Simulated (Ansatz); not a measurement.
Cost and result for the atomization energy of `F[SiH2][Al]1[O][GaH]1` (8 atoms, 8 bonds).

The species carries charge 0 and has multiplicity 1. Correlated methods include outer-core shells of Ga, which these sets cover unevenly. Scalar relativity is left out up to krypton. All single points use the PBE0-D4/def2-TZVP geometry. It is one conformer, not always the lowest. Program: Ansatz. All runs use 4 threads of a server CPU on a shared host. Times are those of one run each, without the atoms' runs, and a repeat can differ threefold. Electronic energies, without spin–orbit coupling; frozen cores. CCSD(T)/CBS adds CCSD(T) − MP2 in def2-TZVPP to the MP2 limit, and its time is that of the two runs behind it. T1 = 0.017. With those shells the extrapolation isn't a true limit. B3LYP takes the VWN-RPA correlation (the form of Gaussian; ORCA's B3LYP/G). HSE06 is the plane-wave form, built on full-range PBE exchange.

CCSD(T)/CBS is a level of theory with its own doubt, some kJ/mol a heavy atom from the limit and from the frozen cores, so smaller differences don't rank the functionals.

| level | functions | wall time |
| --- | --- | --- |
| revPBE-D4/def2-TZVPP | 236 | 5 s |
| PBE-D4/def2-TZVPP (with forces) | 236 | 6 s |
| PBE0-D4/def2-TZVPP | 236 | 7 s |
| HSE06-D4/def2-TZVPP | 236 | 9.5 s |
| CCSD(T)/def2-SVP | 111 | 12 s |
| B3LYP-D4/def2-TZVPP (with forces) | 236 | 12 s |
| B2PLYP/def2-TZVPP | 236 | 12 s |
| PBE-QIDH/def2-TZVPP | 236 | 13 s |
| ωB97X-V/def2-TZVPP | 236 | 16 s |
| ωB97M-V/def2-TZVPP (with forces) | 236 | 24 s |
| MP2/def2-QZVPP | 433 | 61 s |
| CCSD(T)/def2-TZVPP | 236 | 3.4 min |
| CCSD(T)/CBS(def2) | – | 4.4 min |

**Question.** What atomization energy does each give, and how far from CCSD(T)/CBS? (Best estimate.)

**Answer.** The calculation gave: 
```tsv
level	atomization (kJ/mol)	difference from CCSD(T)/CBS	per bond
revPBE-D4/def2-TZVPP	2398.7	-73.6	-9.2
PBE-D4/def2-TZVPP (with forces)	2474.6	2.3	0.3
PBE0-D4/def2-TZVPP	2410.4	-61.9	-7.7
HSE06-D4/def2-TZVPP	2412.3	-60.0	-7.5
CCSD(T)/def2-SVP	2246.8	-225.5	-28.2
B3LYP-D4/def2-TZVPP (with forces)	2418.1	-54.2	-6.8
B2PLYP/def2-TZVPP	2415.6	-56.7	-7.1
PBE-QIDH/def2-TZVPP	2421.2	-51.1	-6.4
ωB97X-V/def2-TZVPP	2467.2	-5.1	-0.6
ωB97M-V/def2-TZVPP (with forces)	2439.3	-33.0	-4.1
MP2/def2-QZVPP	2516.0	43.7	5.5
CCSD(T)/def2-TZVPP	2397.2	-75.1	-9.4
CCSD(T)/CBS(def2)	2472.3	0.0	0.0
```

In def2-TZVPP, CCSD(T) changes the Hartree–Fock value by +692.9 kJ/mol (the triples alone add +51.9 kJ/mol) and MP2 by +765.8 kJ/mol; breaking electron pairs costs correlation energy, which Hartree–Fock lacks. From r2SCAN to r2SCAN0 (25 % exact exchange), in def2-TZVPP and without D4, the atomization energy moves by −73.8 kJ/mol: exact exchange takes away binding that semilocal exchange gives to molecules. At CCSD(T), def2-SVP lies −225.5 kJ/mol from the extrapolated value and def2-TZVPP −75.1 kJ/mol: correlation converges slowly with the basis, and small sets miss more of it in the bonded molecule than in its fragments.
